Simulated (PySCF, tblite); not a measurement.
Isomers of C4H11NOSi3, one GFN2-xTB conformer each. Single-point energies are computed at PBE0/pcSseg-1 (PySCF, gas phase, no added dispersion term), electronic only.

```json
{"SMILES": "N#C[C@@H]1C[C@H](O[SiH3])[SiH2][SiH2]1", "GFN2-xTB relative energy (kcal/mol)": "0.0"}
{"SMILES": "COC[Si]1(C#N)[SiH2]C[SiH2]1", "GFN2-xTB relative energy (kcal/mol)": "78.1"}
{"SMILES": "NC(=O)C1=C[SiH2]C1([SiH3])[SiH3]", "GFN2-xTB relative energy (kcal/mol)": "37.2"}
{"SMILES": "CO[C@@H]1[SiH2][SiH2][C@@H](C#N)[SiH2]1", "GFN2-xTB relative energy (kcal/mol)": "48.6"}
```

Conformers: `[N:1]#[C:2][C@@H:3]1[CH2:4][C@H:5]([O:6][SiH3:7])[SiH2:8][SiH2:9]1` with C4–C5–O6–Si7 82°, C2–C3–C4–C5 -175°, C3–C4–C5–O6 171°, C4–C5–Si8–Si9 -26°, C5–Si8–Si9–C3 -1°; `[CH3:1][O:2][CH2:3][Si:4]1([C:5]#[N:6])[SiH2:7][CH2:8][SiH2:9]1` with C1–O2–C3–Si4 179°, O2–C3–Si4–C5 180°; `[NH2:1][C:2](=[O:3])[C:4]1=[CH:5][SiH2:6][C:7]1([SiH3:8])[SiH3:9]` with H–N1–C2–O3 180° and 1°, N1–C2–C4–C5 33°; `[CH3:1][O:2][C@@H:3]1[SiH2:4][SiH2:5][C@@H:6]([C:7]#[N:8])[SiH2:9]1` with C1–O2–C3–Si4 -94°, O2–C3–Si4–Si5 -84°, C3–Si4–Si5–C6 -2°, Si4–Si5–C6–C7 -146°, Si5–C6–Si9–C3 39°.

Q: What does PBE0/pcSseg-1 give for the same structures?

A: 
| SMILES | PBE0/pcSseg-1 E (Eh) | PBE0/pcSseg-1 (kcal/mol) | GFN2-xTB (kcal/mol) | point group |
| --- | --- | --- | --- | --- |
| N#C[C@@H]1C[C@H](O[SiH3])[SiH2][SiH2]1 | -1156.72257 | 0.0 | 0.0 | C1 |
| NC(=O)C1=C[SiH2]C1([SiH3])[SiH3] | -1156.70816 | 9.0 | 37.2 | C1 |
| COC[Si]1(C#N)[SiH2]C[SiH2]1 | -1156.70507 | 11.0 | 78.1 | – |
| CO[C@@H]1[SiH2][SiH2][C@@H](C#N)[SiH2]1 | -1156.70087 | 13.6 | 48.6 | C1 |

Both levels put the same isomer lowest; measured from each level's own lowest isomer, the values differ by up to 67.1 kcal/mol (COC[Si]1(C#N)[SiH2]C[SiH2]1: 78.1 against 11.0). As drawn, the lowest has an Si–O bond, which the highest lacks. Neighbours under 2.5 kcal/mol apart (NC(=O)C1=C[SiH2]C1([SiH3])[SiH3] and COC[Si]1(C#N)[SiH2]C[SiH2]1) can change places with a better method, another conformer or zero-point energy.

Q: Which frontier levels, dipoles and rotational constants go with these structures?

A: 
| SMILES | HOMO (eV, PBE0/pcSseg-1) | LUMO (eV) | dipole (D) | A, B, C (MHz) |
| --- | --- | --- | --- | --- |
| N#C[C@@H]1C[C@H](O[SiH3])[SiH2][SiH2]1 | -7.87 | -0.65 | 4.15 | 1483, 599.8, 444.4 |
| NC(=O)C1=C[SiH2]C1([SiH3])[SiH3] | -7.26 | -1.51 | 4.21 | 1158, 899.6, 771.0 |
| COC[Si]1(C#N)[SiH2]C[SiH2]1 | -7.79 | -1.34 | 4.26 | 934.5, 810.8, 596.5 |
| CO[C@@H]1[SiH2][SiH2][C@@H](C#N)[SiH2]1 | -7.33 | -0.66 | 5.78 | 1576, 703.6, 562.6 |

Q: What happens when harmonic zero-point energies from GFN2-xTB frequencies are added?

A: 
```
                                 SMILES  ZPE (kcal/mol)  electronic (kcal/mol)  with ZPE (kcal/mol)
 N#C[C@@H]1C[C@H](O[SiH3])[SiH2][SiH2]1            82.7                    0.0                  0.0
       NC(=O)C1=C[SiH2]C1([SiH3])[SiH3]            79.8                    9.0                  6.2
            COC[Si]1(C#N)[SiH2]C[SiH2]1            85.1                   11.0                 13.5
CO[C@@H]1[SiH2][SiH2][C@@H](C#N)[SiH2]1            83.0                   13.6                 14.0
```

The zero-point energies span 5.3 kcal/mol. The order is unchanged.

Q: As an exercise, what shares would exp(−E/RT) give at 1000 K from these electronic energies alone (no entropy, no degeneracies)?

A: RT = 1.987 kcal/mol: N#C[C@@H]1C[C@H](O[SiH3])[SiH2][SiH2]1 98.5 %, NC(=O)C1=C[SiH2]C1([SiH3])[SiH3] 1.0 %, COC[Si]1(C#N)[SiH2]C[SiH2]1 0.4 %, CO[C@@H]1[SiH2][SiH2][C@@H](C#N)[SiH2]1 0.1 %.
